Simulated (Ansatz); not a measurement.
C2H7InOSi, relaxed with RKS PBE-D4/def2-SVP in the Gaussian-basis code of Ansatz from a rough embedded geometry. The force threshold is 0.03 eV/Å; the program also tests the step.

The species carries charge 0 and has multiplicity 1. In takes the def2 core potential. The bonds changed during the relaxation, so this is another structure than the one it started from.

Start:

```xyz
12

C    -1.990    0.620   -0.251
In    0.029    1.703    1.295
Si    0.755    0.067    0.293
C     2.011   -1.332   -0.211
O     0.776   -1.265   -0.874
H    -2.680   -0.285   -0.006
H    -2.407    1.481    0.294
H    -2.109    0.770   -1.353
H    -0.373    0.049    1.649
H     1.137    1.311   -0.433
H     2.810   -0.959   -0.862
H     2.040   -2.160    0.458
```

```json
{"step": "1", "energy (eV)": "-17264.9804", "largest force (eV/Å)": "9.783", "largest move (Å)": "0.000"}
{"step": "2", "energy (eV)": "-17267.5994", "largest force (eV/Å)": "4.254", "largest move (Å)": "0.195"}
{"step": "3", "energy (eV)": "-17269.2859", "largest force (eV/Å)": "1.908", "largest move (Å)": "0.195"}
{"step": "4", "energy (eV)": "-17270.0204", "largest force (eV/Å)": "0.816", "largest move (Å)": "0.194"}
{"step": "5", "energy (eV)": "-17270.3220", "largest force (eV/Å)": "0.482", "largest move (Å)": "0.199"}
{"step": "6", "energy (eV)": "-17270.5276", "largest force (eV/Å)": "0.525", "largest move (Å)": "0.196"}
{"step": "7", "energy (eV)": "-17270.6343", "largest force (eV/Å)": "1.361", "largest move (Å)": "0.195"}
{"step": "8", "energy (eV)": "-17270.7299", "largest force (eV/Å)": "0.286", "largest move (Å)": "0.075"}
{"step": "9", "energy (eV)": "-17270.7987", "largest force (eV/Å)": "0.360", "largest move (Å)": "0.200"}
{"step": "10", "energy (eV)": "-17270.8655", "largest force (eV/Å)": "0.639", "largest move (Å)": "0.195"}
{"step": "11", "energy (eV)": "-17270.9335", "largest force (eV/Å)": "0.480", "largest move (Å)": "0.196"}
{"step": "13", "energy (eV)": "-17271.0830", "largest force (eV/Å)": "0.790", "largest move (Å)": "0.195"}
{"step": "15", "energy (eV)": "-17271.2525", "largest force (eV/Å)": "0.569", "largest move (Å)": "0.191"}
{"step": "17", "energy (eV)": "-17271.2911", "largest force (eV/Å)": "0.379", "largest move (Å)": "0.200"}
{"step": "19", "energy (eV)": "-17271.3222", "largest force (eV/Å)": "0.168", "largest move (Å)": "0.195"}
{"step": "21", "energy (eV)": "-17271.3680", "largest force (eV/Å)": "0.269", "largest move (Å)": "0.195"}
{"step": "23", "energy (eV)": "-17271.4442", "largest force (eV/Å)": "0.375", "largest move (Å)": "0.196"}
{"step": "25", "energy (eV)": "-17271.5329", "largest force (eV/Å)": "0.303", "largest move (Å)": "0.196"}
{"step": "27", "energy (eV)": "-17271.6617", "largest force (eV/Å)": "0.866", "largest move (Å)": "0.197"}
{"step": "29", "energy (eV)": "-17271.9860", "largest force (eV/Å)": "1.395", "largest move (Å)": "0.195"}
{"step": "31", "energy (eV)": "-17272.2284", "largest force (eV/Å)": "0.664", "largest move (Å)": "0.154"}
{"step": "33", "energy (eV)": "-17272.2735", "largest force (eV/Å)": "0.198", "largest move (Å)": "0.172"}
{"step": "35", "energy (eV)": "-17272.2841", "largest force (eV/Å)": "0.086", "largest move (Å)": "0.040"}
{"step": "37", "energy (eV)": "-17272.2850", "largest force (eV/Å)": "0.012", "largest move (Å)": "0.032"}
{"step": "38", "energy (eV)": "-17272.2851", "largest force (eV/Å)": "0.013", "largest move (Å)": "0.040"}
```

End:

```xyz
12

C    -2.051    0.197   -0.690
In    2.371    1.081    1.670
Si   -0.350    0.336    0.081
C     1.915   -0.778    0.253
O     0.619   -0.946   -0.374
H    -2.551   -0.739   -0.367
H    -2.687    1.054   -0.391
H    -1.977    0.187   -1.797
H    -0.437    0.400    1.602
H     0.321    1.650   -0.301
H     2.694   -0.753   -0.548
H     2.134   -1.689    0.862
```

Hardware: 2 threads of an AMD EPYC 7R13 on a shared host. Wall time 90 s, peak host memory 0.23 GiB.
